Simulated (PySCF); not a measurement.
Dipole response of Ti (titanium, neutral)

[Ar] 3d2 4s2, high-spin 3F determinant. Calculation: PySCF 2.14, in ANO-RCC-VTZP; scalar relativity by spin-free X2C-1e. Coupled (time-dependent) response in atomic units; α is the mean over directions. The basis has no added diffuse functions, which lowers α and C₆.

```
method  mean α (bohr³)  C₆ (like pair)  S(−4)
 HSE06           84.92           955.0   3304
```

S(−4) is the Cauchy moment in α(ω) = α(0) + S(−4) ω² + …

Reference α: 87 ± 10 bohr³ (recommended; Schwerdtfeger and Nagle, table of static dipole polarizabilities (2023 update)). Published C₆: 1044 (Chu and Dalgarno (2004); Tang, Norbeck and Certain (1976)).

α(iu) at HSE06:

| u (hartree) | α(iu) (bohr³) |
| --- | --- |
| 0 | 84.92 |
| 0.0500 | 77.56 |
| 0.100 | 62.29 |
| 0.200 | 36.31 |
| 0.300 | 22.59 |
| 0.500 | 11.53 |
| 0.750 | 6.756 |
| 1.00 | 4.633 |
| 1.50 | 2.670 |
| 2.00 | 1.753 |
| 3.00 | 0.9213 |
| 5.00 | 0.3812 |

A single London oscillator, α(iu) = α/(1 + u²/ω²), gives C₆ = (3/4) ω α². Matching the computed C₆ needs ω = 4 × 955.0 / (3 × 84.92²) = 0.177 hartree.
